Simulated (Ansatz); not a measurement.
Frontier orbitals of `[NH2][Ta]([NH2])(=[O])[Cl]`.

Charge 0, multiplicity 1. Correlated methods include outer-core shells of Ta, which these sets cover unevenly. Ta takes the def2 core potential. The geometry is a stationary point of PBE0-D4/def2-TZVP. It is one conformer, not always the lowest. Basis def2-TZVPP, the Gaussian-basis code of Ansatz.

Orbital energies of one run (eV). Highest occupied ones, from the top: -6.36, -7.05, -7.21, -7.60, -8.00, -8.02, -8.37, -8.95, -9.89, -10.25, -12.31, -12.35, -19.41, -20.72. Empty: -1.59, -1.22, -0.91, -0.56, -0.13, 0.02.

**Question.** Which functional gave them?
A. LC-ωPBE
B. r2SCANh
C. BLYP
D. PBE0

**Answer.** C. HOMO energies: BLYP -6.36, LC-ωPBE -10.67, PBE0 -7.88, r2SCANh -7.33 eV.

LC-ωPBE has ω = 0.4 bohr⁻¹.
